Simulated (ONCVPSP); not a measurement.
**Ranking ONCV potentials for Mo (Z = 42)**

All share these settings but for the change named:

```json
{
  "Element": "Mo (Z = 42)",
  "Generator": "ONCVPSP 4.0.1",
  "Type": "optimised norm-conserving Vanderbilt (ONCV)",
  "Functional": "LDA (Perdew-Wang 92)",
  "Relativity": "scalar-relativistic",
  "Frozen core": "[Ar] 3d10",
  "Valence charge": "14",
  "Reference configuration": "4s2 4p6 4d5 5s1",
  "Partial waves": "4s+5s: rc 1.70 bohr, ncon 4, nbas 9, qcut 8.8 1/bohr, 2 projectors; 4p: rc 2.00 bohr, ncon 4, nbas 7, qcut 5.7 1/bohr, 2 projectors, debl 2.2 Ha; 4d: rc 1.65 bohr, ncon 5, nbas 8, qcut 6.2 1/bohr, 1 projector; f scattering state at 0.4 Ha: rc 1.65 bohr, ncon 4, nbas 8, qcut 6.6 1/bohr, local",
  "Local potential": "the f channel",
  "Core correction": "polynomial model core, fcfact 0.25"
}
```

Test errors are all-electron minus pseudo excitation energies from the reference, over 4s2 4p6 4d5 5s0; 4s2 4p6 4d4 5s0; 4s2 4p6 4d3 5s0; 4s2 4p6 4d5 5s0.5. None of these files shows a bound ghost.

The base gives 2.0 meV.

Of 11 variants that were run, those that failed, showed a ghost or another fault, or gave nearly equal values are left out.

A variant can come out equal or close to the base, since the largest error may sit in a test that the change hardly touches while other tests move.

Q: Rank these variants by their largest absolute test error, smallest first.
A. f: nproj 1; local potential polynomial inside 1.25 bohr (lpopt 5, dvloc0 0 Ha)
B. d: ncon 3, nbas 6
C. core correction Teter function, fcfact 1.75, rcfact 1.3
D. all radii but the core radius scaled by about 1.06 (s 1.80, p 2.12, d 1.74, f 1.74 bohr)

A: C (2.0 meV), D (2.4 meV), B (3.9 meV), A (6.8 meV).
